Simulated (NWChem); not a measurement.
System: ZnGeH₄; SMILES [ZnH][GeH3]

Parts of the log:

```
             Northwest Computational Chemistry Package (NWChem) 7.3.0
             --------------------------------------------------------

                             Geometry "geometry" -> ""
                             -------------------------

 Output coordinates in angstroms (scale by  1.889725989 to convert to a.u.)

  No.       Tag          Charge          X              Y              Z
 ---- ---------------- ---------- -------------- -------------- --------------
    1 Zn                  30.0000     0.00188100    -1.22240200     0.00022300
    2 H                    1.0000     0.00325200    -2.78216100     0.00036600
    3 Ge                  32.0000     0.00067300     1.18115800     0.00001900
    4 H                    1.0000    -0.77452900     1.77725200     1.19679200
    5 H                    1.0000     1.42467600     1.77744100     0.07288100
    6 H                    1.0000    -0.64826300     1.77703200    -1.26978000

 Effective nuclear repulsion energy (a.u.)     273.9927816363

                                 NWChem DFT Module
                                 -----------------

 Summary of "ao basis" -> "ao basis" (spherical)
 ------------------------------------------------------------------------------
       Tag                 Description            Shells   Functions and Types
 ---------------- ------------------------------  ------  ---------------------
 Zn                        def2-svpd                12       34   5s4p2d1f
 H                         def2-svpd                 4        8   2s2p
 Ge                        def2-svpd                14       38   6s4p4d

            General Information
            -------------------
          SCF calculation type: DFT
          Wavefunction type:  closed shell.
          No. of atoms     :     6
          No. of electrons :    66
           Alpha electrons :    33
            Beta electrons :    33
          Charge           :     0
          Spin multiplicity:     1
          Use of symmetry is: off; symmetry adaption is: off
          Maximum number of iterations: 150
          AO basis - number of functions:   104
                     number of shells:    42
          Convergence on energy requested:  1.00D-06
          Convergence on density requested:  1.00D-05
          Convergence on gradient requested:  5.00D-04

              XC Information
              --------------
                         PBE0 Method XC Functional
                     Hartree-Fock (Exact) Exchange  0.250
          PerdewBurkeErnzerhof Exchange Functional  0.750
            Perdew 1991 LDA Correlation Functional  1.000 local
           PerdewBurkeErnz. Correlation Functional  1.000 non-local

             Grid Information
             ----------------
          Grid used for XC integration:  medium
          Radial quadrature: Mura-Knowles
          Angular quadrature: Lebedev.
          Tag              B.-S. Rad. Rad. Pts. Rad. Cut. Ang. Pts.
          ---              ---------- --------- --------- ---------
          Zn                  1.35      112          12.0       590
          H                   0.35       45          13.0       434
          Ge                  1.25      112          12.0       590
          Grid pruning is: on
          Number of quadrature shells:   404
          Spatial weights used:  Erf1

      Superposition of Atomic Density Guess
      -------------------------------------

 Sum of atomic energies:       -3854.60237285

      Non-variational initial energy
      ------------------------------

 Total energy =   -3855.108315
 1-e energy   =   -5927.411905
 2-e energy   =    1798.310809
 HOMO         =      -0.255279
 LUMO         =       0.030958

   convergence    iter        energy       DeltaE   RMS-Dens  Diis-err
 ---------------- ----- ----------------- --------- --------- ---------
 d= 0,ls=0.0,diis     1  -3857.7314743765 -4.13D+03  9.50D-03  1.45D-01
 d= 0,ls=0.0,diis     2  -3857.7537029190 -2.22D-02  1.81D-03  3.67D-02
 d= 0,ls=0.0,diis     3  -3857.7565330490 -2.83D-03  6.59D-04  7.16D-03
 d= 0,ls=0.0,diis     4  -3857.7569091841 -3.76D-04  2.87D-04  2.00D-03
 d= 0,ls=0.0,diis     5  -3857.7570397102 -1.31D-04  3.98D-05  9.31D-06
 d= 0,ls=0.0,diis     6  -3857.7570404370 -7.27D-07  9.42D-06  3.91D-07

[...]

                                NWChem TDDFT Module
                                -------------------

            General Information
            -------------------
           No. of orbitals :     208
            Alpha orbitals :     104
             Beta orbitals :     104
        Alpha frozen cores :       0
         Beta frozen cores :       0
     Alpha frozen virtuals :       0
      Beta frozen virtuals :       0
         Spin multiplicity :       1
    Number of AO functions :     104
        Use of symmetry is : off
      Symmetry adaption is : off
         Schwarz screening :  0.10D-07

              XC Information
              --------------
                  PBE0 Method XC Functional
              Hartree-Fock (Exact) Exchange   0.25
   PerdewBurkeErnzerhof Exchange Functional   0.75
     Perdew 1991 LDA Correlation Functional   1.00 local
    PerdewBurkeErnz. Correlation Functional   1.00 non-local

             TDDFT Information
             -----------------
          Calculation type : Tamm-Dancoff TDDFT
         Wavefunction type : Restricted singlets
          No. of electrons :      66
           Alpha electrons :      33
            Beta electrons :      33
              No. of roots :       6
          Max subspacesize :    5200
            Max iterations :     100
               Target root :       1
           Target symmetry : none
      Symmetry restriction : off
                 Algorithm : Optimal
        Davidson threshold :  0.10D-03

    6 smallest eigenvalue differences (eV)
--------------------------------------------------------
  No. Spin  Occ  Vir  Irrep   E(Occ)    E(Vir)   E(Diff)
--------------------------------------------------------
    1    1   33   34 a        -0.268    -0.038     6.257
    2    1   33   35 a        -0.268    -0.038     6.258
    3    1   33   36 a        -0.268    -0.004     7.184
    4    1   32   34 a        -0.342    -0.038     8.247
    5    1   32   35 a        -0.342    -0.038     8.247
    6    1   31   34 a        -0.342    -0.038     8.247
--------------------------------------------------------

  Entering Davidson iterations
  Restricted singlet excited states

  Iter   NTrls   NConv    DeltaV     DeltaE      Time
  ----  ------  ------  ---------  ---------  ---------
    1      6       0     0.66E-01   0.10+100       20.9
    2     12       0     0.29E-01   0.16E-01       15.7
    3     18       0     0.24E-01   0.18E-02       22.5
    4     24       0     0.20E-01   0.40E-02       18.6
    5     30       2     0.66E-02   0.12E-02       16.4
    6     34       3     0.44E-02   0.14E-03       14.9
    7     37       3     0.17E-02   0.34E-04       14.2
    8     40       4     0.27E-03   0.33E-05       15.4
    9     42       6     0.62E-04   0.97E-07       12.1
  ----  ------  ------  ---------  ---------  ---------
  Convergence criterion met

  Ground state a       -3857.757040436974 a.u.

  ----------------------------------------------------------------------------
  Root   1 singlet a              0.185166129 a.u.                5.0386 eV
  ----------------------------------------------------------------------------
     Transition Moments    X -0.01907   Y -0.00001   Z  0.20776
     Dipole Oscillator Strength                    0.0053730750
     Electric Quadrupole                           0.0000001424
     Magnetic Dipole                               0.0000012524
     Total Oscillator Strength                     0.0053744698

     Occ.   30  a   ---  Virt.   34  a        0.08151
     Occ.   33  a   ---  Virt.   34  a       -0.99056
  ----------------------------------------------------------------------------
  Root   2 singlet a              0.185174723 a.u.                5.0389 eV
  ----------------------------------------------------------------------------
     Transition Moments    X  0.20774   Y  0.00050   Z  0.01907
     Dipole Oscillator Strength                    0.0053723301
     Electric Quadrupole                           0.0000001424
     Magnetic Dipole                               0.0000012526
     Total Oscillator Strength                     0.0053737251

     Occ.   30  a   ---  Virt.   35  a        0.08137
     Occ.   33  a   ---  Virt.   35  a       -0.99056
  ----------------------------------------------------------------------------
  Root   3 singlet a              0.237276602 a.u.                6.4566 eV
  ----------------------------------------------------------------------------
     Transition Moments    X -0.00058   Y  1.55728   Z -0.00012
     Dipole Oscillator Strength                    0.3836140118
     Electric Quadrupole                           0.0000000488
     Magnetic Dipole                               0.0000000000
     Total Oscillator Strength                     0.3836140606

     Occ.   30  a   ---  Virt.   36  a       -0.12019
     Occ.   31  a   ---  Virt.   34  a       -0.11649
     Occ.   32  a   ---  Virt.   35  a       -0.11651
     Occ.   33  a   ---  Virt.   36  a       -0.94243
     Occ.   33  a   ---  Virt.   37  a        0.22600
     Occ.   33  a   ---  Virt.   40  a       -0.09127
  ----------------------------------------------------------------------------
  Root   4 singlet a              0.260227776 a.u.                7.0812 eV
  ----------------------------------------------------------------------------
     Transition Moments    X  0.00002   Y -0.00000   Z  0.00028
     Dipole Oscillator Strength                    0.0000000138
     Electric Quadrupole                           0.0000000000
     Magnetic Dipole                               0.0000006839
     Total Oscillator Strength                     0.0000006977

[...]
```

Level: PBE0/def2-SVPD, TDA. Coordinates come from a PBE0/def2-SVP optimisation.

Problem. Write an input that gives this output.

Solution. Several could match; the one computed here: the input that was run:
```
start job
memory heap 200 mb stack 900 mb global 1100 mb
geometry units angstroms noautosym nocenter noautoz
  Zn     0.001881    -1.222402     0.000223
  H      0.003252    -2.782161     0.000366
  Ge     0.000673     1.181158     0.000019
  H     -0.774529     1.777252     1.196792
  H      1.424676     1.777441     0.072881
  H     -0.648263     1.777032    -1.269780
end
basis spherical
  * library def2-svpd
end
dft
  xc pbe0
  iterations 150
end
tddft
  cis
  nroots 6
  notriplet
end
task tddft energy
```
